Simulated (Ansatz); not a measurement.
```yaml
crystal:
  periodic: [false, false, false]
  atoms:
    - {symbol: C, position_ang: [-1.618382, -0.600790, 0.416980]}
    - {symbol: O, position_ang: [-0.385292, -0.364938, 1.076182]}
    - {symbol: Sn, position_ang: [1.072404, 0.486143, 0.153670]}
    - {symbol: O, position_ang: [1.709744, -0.649762, -1.275573]}
    - {symbol: F, position_ang: [2.435850, 0.697275, 1.451457]}
    - {symbol: Cl, position_ang: [0.541741, 2.573861, -0.652179]}
    - {symbol: H, position_ang: [-1.506058, -1.283355, -0.432016]}
    - {symbol: H, position_ang: [-2.083575, 0.327844, 0.068037]}
    - {symbol: H, position_ang: [-2.285265, -1.064075, 1.146684]}
    - {symbol: H, position_ang: [2.202031, -0.173301, -1.950542]}
basis:
  gaussian: {orbitals: def2-SVPD}
magnetization: {spin_polarized: false, initial_magnetization: 2}
hamiltonian: {xc: {name: BLYP}}
scf: {lower_state_search: off}
output: {forces: true}
```

```sh
$ ansatz run in.yaml --threads 2 --pin off --events-out ev --progress --plain --max-ram 20480MiB --backend cpu
```

Output, abridged:

```
Functional definition: BLYP
1609 factors; their error is unknown
mean field evaluation 1: about -26229.4389 eV, gradient 1.0e2 eV
mean field evaluation 2: about -25855.7606 eV, gradient 3.4e2 eV
mean field evaluation 4: about -26227.8566 eV, gradient 9.5e1 eV
mean field evaluation 8: about -26251.3116 eV, gradient 2.2e1 eV
mean field evaluation 16: about -26229.4479 eV, gradient 1.0e2 eV
mean field -26252.93496790 eV, -964.7775651917 hartree, gradient 1.8e-6 eV, S^2 2.000000; 0 other end points of the search recorded, 0 dependent functions left out
reference -26252.93537061 eV, -964.7775799910 hartree; 38, 36 occupied and 142, 144 virtual orbitals, 1609 factors
Total energy: -26252.93537061 eV, -964.7775799910 hartree
Atom 0 at    -1.618382    -0.600790     0.416980 Å, force    -0.219814    -0.256238     1.254914 eV/Å
Atom 1 at    -0.385292    -0.364938     1.076182 Å, force    -3.905670    -2.387289     2.071209 eV/Å
Atom 2 at     1.072404     0.486143     0.153670 Å, force     1.378559     1.398791    -0.206990 eV/Å
Atom 3 at     1.709744    -0.649762    -1.275573 Å, force     0.840049    -2.918415    -2.288419 eV/Å
Atom 4 at     2.435850     0.697275     1.451457 Å, force     2.322521     0.231678     2.288832 eV/Å
Atom 5 at     0.541741     2.573861    -0.652179 Å, force    -0.864078     3.532053    -1.426773 eV/Å
Atom 6 at    -1.506058    -1.283355    -0.432016 Å, force     0.218197    -0.256406    -0.600433 eV/Å
Atom 7 at    -2.083575     0.327844     0.068037 Å, force    -0.031675     0.535905    -0.390220 eV/Å
Atom 8 at    -2.285265    -1.064075     1.146684 Å, force    -0.360157    -0.268743     0.212331 eV/Å
Atom 9 at     2.202031    -0.173301    -1.950542 Å, force     0.622067     0.388663    -0.914452 eV/Å
Dipole moment:    -0.787021    -0.337380    -0.379314 e Å
Checks for a lower state left out: stability, starts, cluster_reference, orbital_swaps, neighbouring_geometries, increment
```

Run time 7 s (2 threads of an AMD EPYC 7R13 on a shared host); peak host memory 0.51 GiB.
